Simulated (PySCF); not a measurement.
Compound: C₂H₆Cl₄Si₂.
Cartesian coordinates in Å at the PBE0-D3(BJ)/def2-SVP level; atoms count from 1:
```xyz
14
C2H6Cl4Si2 angstrom
C      0.7236    2.0313    0.9461
Si    -0.1309    1.1611   -0.4549
Cl     0.1672    2.2197   -2.2010
Cl    -2.1691    1.0591   -0.0691
Si     0.5828   -1.0364   -0.7848
C     -0.0723   -2.2436    0.4662
Cl     2.6566   -0.9949   -0.6829
Cl     0.0167   -1.6328   -2.6775
H      0.5276    1.5098    1.8955
H      1.8092    2.0411    0.7640
H      0.3652    3.0682    1.0309
H      0.3064   -1.9963    1.4696
H     -1.1721   -2.2002    0.4792
H      0.2420   -3.2671    0.2119
```

The closed-shell ground state was solved at several levels (PySCF, density fitting, gas phase, non-relativistic).

| level | basis functions | total energy (Eh) | HOMO (eV) | LUMO (eV) | gap (eV) | dipole (D) |
| --- | --- | --- | --- | --- | --- | --- |
| BLYP/pcSseg-1 | 208 | -2499.6919 | -6.79 | -1.32 | 5.47 | 2.99 |
| PBE0/pcSseg-0 | 108 | -2495.9145 | -8.56 | -1.23 | 7.33 | 4.02 |
| PBE0/6-311+G(2d,p) | 300 | -2499.0116 | -8.05 | -0.84 | 7.21 | 2.93 |
| B97-2/pcSseg-1 | 208 | -2499.8825 | -7.99 | -0.78 | 7.21 | 3.22 |
| PBE0/pcSseg-1 | 208 | -2498.8055 | -8.20 | -0.78 | 7.42 | 3.22 |
| PBE0/cc-pVDZ | 166 | -2498.9285 | -7.94 | -0.52 | 7.42 | 3.13 |
| PBE0/6-31G | 108 | -2498.6228 | -8.43 | -0.96 | 7.47 | 4.35 |
| PBE0/def2-SVPD | 244 | -2498.1366 | -8.11 | -0.83 | 7.28 | 2.99 |
| PBE0/STO-3G | 70 | -2471.3415 | -6.51 | 1.93 | 8.44 | 4.33 |
| KT2/pcSseg-1 | 208 | -2519.8102 | -7.05 | -1.73 | 5.32 | 3.05 |
| wB97X-D/pcSseg-1 | 208 | -2499.7081 | -10.04 | 0.91 | 10.95 | 3.28 |
| PBE/pcSseg-1 | 208 | -2498.6003 | -6.95 | -1.56 | 5.39 | 3.06 |

(1) Estimate the row for PBE0/def2-SVP, a basis of 166 functions; the other rows only guide the guess.

(2) Over all these levels, which gives the widest orbital gap and which the narrowest?

(3) How much does the basis alone move the frontier levels among the 8 PBE0 rows (the withheld one included)?

(4) In the pcSseg-1 basis, how does the gap go with the fixed share of exact exchange?

(5) How far do the dipole and the HOMO energy spread over the levels?

## Answers

(1) Total energy -2498.0981 Eh, HOMO -7.88 eV, LUMO -0.44 eV, gap 7.44 eV, dipole 2.89 D.

(2) wB97X-D/pcSseg-1 (range-separated hybrid) has the widest, 10.95 eV, and KT2/pcSseg-1 (GGA) the narrowest, 5.32 eV. The two share the basis. From the narrowest to the widest the HOMO moves by -2.99 eV and the LUMO by +2.64 eV.

(3) The HOMO by 2.05 eV and the LUMO by 3.16 eV. By rising basis size (HOMO, LUMO in eV): STO-3G -6.51, 1.93; pcSseg-0 -8.56, -1.23; 6-31G -8.43, -0.96; cc-pVDZ -7.94, -0.52; def2-SVP -7.88, -0.44; pcSseg-1 -8.20, -0.78; def2-SVPD -8.11, -0.83; 6-311+G(2d,p) -8.05, -0.84.

(4) KT2 (0 %) 5.32 eV; PBE (0 %) 5.39 eV; BLYP (0 %) 5.47 eV; B97-2 (21 %) 7.21 eV; PBE0 (25 %) 7.42 eV. Each rise in the share widens the gap here.

(5) The dipole runs from 2.89 to 4.35 D (mean 3.34 D) and the HOMO from -10.04 to -6.51 eV.

One conformer stands for the species.

The pairwise dispersion term of wB97X-D wasn't added to the energies; at a given geometry it leaves orbitals and properties as they are.
